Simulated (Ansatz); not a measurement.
`ClC[TeH]` + H₂ → H₂Te + `CCl` at 500 K and 1 bar (hydrogenolysis of a Te–C bond).

Isolated molecules relaxed with PBE0-D4/def2-TZVP in Ansatz; ΔE leaves out vibrations. CBS: MP2 limit from def2 TZ/QZ plus the TZ coupled-cluster correction, frozen cores. This one scheme is used for every species. def2 core potentials past Kr. For Te outer-core shells are correlated without core-valence functions, which leaves a few kJ/mol of doubt a bond.

```json
{"species": "`ClC[TeH]`", "CCSD(T)/CBS energy (Eh)": "-767.34295", "H − E (kJ/mol)": "121.3", "S (J/(mol·K))": "352.5"}
{"species": "H₂", "CCSD(T)/CBS energy (Eh)": "-1.17544", "H − E (kJ/mol)": "41.0", "S (J/(mol·K))": "145.5"}
{"species": "H₂Te", "CCSD(T)/CBS energy (Eh)": "-268.91024", "H − E (kJ/mol)": "48.9", "S (J/(mol·K))": "247.6"}
{"species": "`CCl`", "CCSD(T)/CBS energy (Eh)": "-499.63220", "H − E (kJ/mol)": "119.3", "S (J/(mol·K))": "258.4"}
```

H − E and S are ideal-gas, rigid-rotor, harmonic terms from PBE0-D4/def2-TZVP. The MP2-based limit puts H₂ 0.8 mEh under its directly extrapolated value; such offsets cancel only in part. 1 Eh = 2625.50 kJ/mol, R = 8.31446 J/(mol·K).

By hand: ΔE, ΔH, ΔS and ΔG.

ΔE = (-268.91024) + (-499.63220) − (-767.34295) − (-1.17544) = -0.02405 Eh = -63.1 kJ/mol. Δ(H − E) = 48.9 + 119.3 − 121.3 − 41.0 = 5.9, so ΔH = -57.2 kJ/mol. ΔS = 247.6 + 258.4 − 352.5 − 145.5 = 8.0 J/(mol·K). ΔG = -57.2 − 500 × (8.0)/1000 = -61.2 kJ/mol.

By hand: the equilibrium constant, and the temperature at which ΔG would vanish if ΔH and ΔS stayed fixed.

log₁₀ K = −ΔG/(RT ln 10) = 6.4. ΔH and −TΔS have one sign here, so there is no such temperature.

The number of gas molecules stays the same, so ΔS is small and ΔH decides. A doubt of 5 kJ/mol in ΔE shifts log₁₀ K by 0.5 here. These are equilibria of isolated gas molecules and say nothing of rates. Largest T1 diagnostic: 0.010 (customary marks: 0.02 for closed shells, 0.045 for open ones).
